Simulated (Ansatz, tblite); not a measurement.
Forces on `FC(F)(F)C(F)(F)C(F)(F)C(F)(F)C(F)(F)C(F)(F)C(F)(F)C(F)(F)C(F)(F)C(F)(F)CC[S][Au]` at its PBE-D4/def2-SVP geometry. Charge 0, multiplicity 1.

In the def2 sets Au takes a core potential; there is no spin–orbit coupling. The xTB rows come from tblite. Single mean-field runs in def2-SVP are fitted with def2-universal-jkfit.

GFN2-xTB (tblite), largest force 0.78 eV/Å:

```xyz
39
positions Å, forces eV/Å
F    -3.301    5.033   -2.046    0.380   -0.063   -0.613
C    -2.405    4.947   -3.040   -0.187    0.061   -0.105
F    -2.762    3.963   -3.880    0.035    0.561    0.440
F    -2.400    6.108   -3.711   -0.144   -0.686    0.341
C    -0.973    4.697   -2.466    0.179    0.025    0.073
F    -0.783    5.547   -1.432    0.058   -0.230   -0.471
F    -0.088    4.990   -3.451   -0.272    0.078    0.471
C    -0.603    3.244   -1.993    0.229   -0.040   -0.076
F    -0.622    2.422   -3.067    0.202    0.269    0.414
F     0.669    3.337   -1.527   -0.426   -0.249   -0.321
C    -1.492    2.628   -0.873   -0.195    0.028    0.124
F    -1.485    3.446    0.201   -0.195   -0.299   -0.439
F    -2.762    2.536   -1.352    0.441    0.223    0.313
C    -1.133    1.166   -0.403   -0.173   -0.019    0.117
F    -2.021    0.885    0.585    0.300   -0.081   -0.570
F    -1.348    0.327   -1.441   -0.028    0.206    0.501
C     0.314    0.920    0.147    0.219    0.157   -0.042
F     0.693    1.973    0.905    0.014   -0.391   -0.462
F     1.152    0.795   -0.911   -0.258    0.252    0.471
C     0.403   -0.380    1.027   -0.174   -0.139    0.147
F    -0.343   -1.350    0.428    0.211    0.391    0.427
F    -0.105   -0.103    2.244    0.020   -0.248   -0.565
C     1.867   -0.915    1.176    0.196    0.098    0.010
F     2.234   -1.485   -0.003   -0.062    0.360    0.395
F     2.681    0.142    1.419   -0.239   -0.440   -0.334
C     2.131   -1.956    2.322    0.075   -0.003    0.032
F     3.432   -2.333    2.174   -0.467    0.238    0.200
F     2.001   -1.315    3.506    0.248   -0.180   -0.384
C     1.256   -3.252    2.356   -0.231   -0.279    0.378
F    -0.013   -2.860    2.671    0.460   -0.186   -0.037
F     1.729   -3.980    3.418   -0.365    0.411   -0.382
C     1.313   -4.095    1.091    0.308    0.181   -0.661
C     0.662   -5.474    1.194    0.356   -0.587    0.373
S    -1.153   -5.548    1.451    0.412    0.030   -0.002
Au   -1.981   -4.224   -0.207   -0.091    0.097   -0.150
H     0.855   -3.524    0.259    0.041   -0.242    0.344
H     2.388   -4.225    0.847   -0.431   -0.023    0.131
H     1.055   -6.016    2.081   -0.184    0.344   -0.450
H     0.938   -6.068    0.300   -0.261    0.371    0.363
```

r2SCAN-D4/def2-SVP (Ansatz), largest force 0.56 eV/Å:

```
F 0.383 -0.053 -0.392
C -0.135 0.070 -0.059
F 0.161 0.378 0.361
F 0.014 -0.480 0.287
C 0.065 0.095 -0.011
F -0.076 -0.312 -0.375
F -0.324 -0.125 0.351
C 0.107 -0.026 -0.058
F -0.004 0.282 0.388
F -0.436 -0.059 -0.120
C -0.098 0.032 0.059
F 0.010 -0.285 -0.388
F 0.439 0.045 0.128
C -0.093 -0.077 -0.007
F 0.326 0.089 -0.331
F 0.081 0.303 0.361
C 0.094 0.054 0.000
F -0.142 -0.352 -0.283
F -0.282 0.043 0.356
C -0.085 -0.020 0.060
F 0.230 0.302 0.186
F 0.185 -0.112 -0.426
C 0.103 0.026 -0.058
F -0.133 0.190 0.403
F -0.297 -0.339 -0.090
C 0.074 -0.012 0.110
F -0.443 0.147 0.037
F 0.033 -0.207 -0.415
C -0.039 -0.032 0.111
F 0.400 -0.037 -0.105
F -0.140 0.271 -0.323
C 0.044 0.116 -0.045
C 0.062 -0.153 0.083
S 0.049 0.155 -0.184
Au 0.118 -0.126 0.180
H 0.072 -0.087 0.170
H -0.206 0.029 0.060
H -0.062 0.119 -0.202
H -0.053 0.147 0.182
```

ωB97X-V/def2-SVP (Ansatz), largest force 0.74 eV/Å:

```
F 0.499 -0.073 -0.513
C -0.265 0.122 -0.124
F 0.208 0.490 0.475
F 0.013 -0.637 0.372
C 0.199 0.171 -0.008
F -0.102 -0.422 -0.494
F -0.439 -0.148 0.478
C 0.246 -0.020 -0.146
F -0.003 0.366 0.522
F -0.604 -0.095 -0.181
C -0.234 0.013 0.148
F 0.009 -0.373 -0.518
F 0.604 0.076 0.188
C -0.214 -0.082 -0.003
F 0.437 0.101 -0.455
F 0.110 0.377 0.471
C 0.202 0.107 -0.013
F -0.190 -0.475 -0.381
F -0.391 0.064 0.481
C -0.177 -0.062 0.105
F 0.311 0.418 0.253
F 0.234 -0.148 -0.572
C 0.251 0.034 -0.100
F -0.194 0.272 0.538
F -0.406 -0.455 -0.138
C 0.188 -0.007 0.185
F -0.618 0.195 0.055
F 0.053 -0.254 -0.543
C -0.095 -0.051 0.372
F 0.540 -0.072 -0.149
F -0.214 0.384 -0.481
C 0.080 0.108 -0.162
C -0.089 -0.298 0.234
S 0.194 0.100 -0.127
Au 0.025 -0.023 0.058
H 0.088 -0.065 0.178
H -0.200 0.044 0.068
H -0.007 0.156 -0.253
H -0.050 0.160 0.178
```
